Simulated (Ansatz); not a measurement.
CH₇BGe, SMILES `B[CH2][GeH3]`, relaxed with RKS PBE-D4/def2-SVP in Ansatz from a rough embedded geometry. The force threshold is 0.03 eV/Å; the program also tests the step.

Charge 0, multiplicity 1.

Start:

```xyz
10

B     1.476    0.163   -0.453
C     0.336    0.495    0.519
Ge   -1.246   -0.476   -0.021
H     1.854   -0.882   -0.595
H     2.004    1.065   -1.124
H     0.117    1.601    0.516
H     0.629    0.191    1.556
H    -0.993   -1.961    0.024
H    -1.753   -0.025   -1.432
H    -2.426   -0.172    1.010
```

| step | energy (eV) | largest force (eV/Å) | largest move (Å) |
| --- | --- | --- | --- |
| 1 | -58324.5707 | 2.558 | 0.000 |
| 2 | -58324.8125 | 0.749 | 0.121 |
| 3 | -58324.8535 | 0.434 | 0.158 |
| 4 | -58324.8548 | 0.560 | 0.094 |
| 5 | -58324.8903 | 0.229 | 0.200 |
| 6 | -58324.8952 | 0.063 | 0.056 |
| 7 | -58324.8954 | 0.011 | 0.026 |

End:

```xyz
10

B     1.441    0.179   -0.458
C     0.415    0.532    0.630
Ge   -1.217   -0.427   -0.052
H     2.089   -0.852   -0.388
H     1.555    0.874   -1.453
H     0.095    1.590    0.699
H     0.574    0.092    1.635
H    -0.982   -1.957   -0.075
H    -1.601    0.064   -1.471
H    -2.368   -0.094    0.933
```

Run time 9.5 s (2 threads of an Arm Neoverse V2 on a shared host); peak host memory 0.13 GiB.
